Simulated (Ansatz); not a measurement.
Reaction (formal hydrolysis of the Si–N bond): `CN([SiH3])[SiH2]F` + H₂O → `O[SiH2]F` + `CN[SiH3]`

Program: Ansatz. Geometries: PBE0-D4/def2-TZVP. ΔE: electronic, gas phase. CCSD(T)/CBS is the MP2 limit (def2-TZVPP, def2-QZVPP) plus CCSD(T) − MP2 in def2-TZVPP, frozen cores. This one scheme is used for every species. Functionals use def2-TZVPP. Each species was taken in one conformer, which may not be the lowest.

| level | ΔE (kJ/mol) |
| --- | --- |
| PBE-D4 | -28.4 |
| PBE0-D4 | -29.4 |
| B2PLYP | -39.1 |
| PBE | -36.0 |
| CCSD/def2-TZVPP | -33.0 |
| CCSD(T)/def2-TZVPP | -29.7 |
| HF/def2-QZVPP | -51.4 |
| CCSD/CBS(def2) | -31.0 |

(1) What does CCSD(T)/CBS give? (Estimate.)

Largest T1 diagnostic among the species: 0.011.

Results:

(1) Computed: -27.8 kJ/mol. The listed levels differ from it by -0.6, -1.6, -11.3, -8.2, -5.2, -1.9, -23.6, -3.2 kJ/mol.

In def2-TZVPP, CCSD(T) changes the Hartree–Fock value by +21.9 kJ/mol (the triples alone add +3.3 kJ/mol) and MP2 by +23.1 kJ/mol. The D4 term adds +12.1 kJ/mol with B3LYP and +6.8 kJ/mol with PBE0; it sums over pairs of atoms, weighted by their polarisabilities, and B3LYP, whose exchange is more repulsive, gets the larger term.

B3LYP here is the variant with VWN-RPA as its local correlation; programs differ in this.
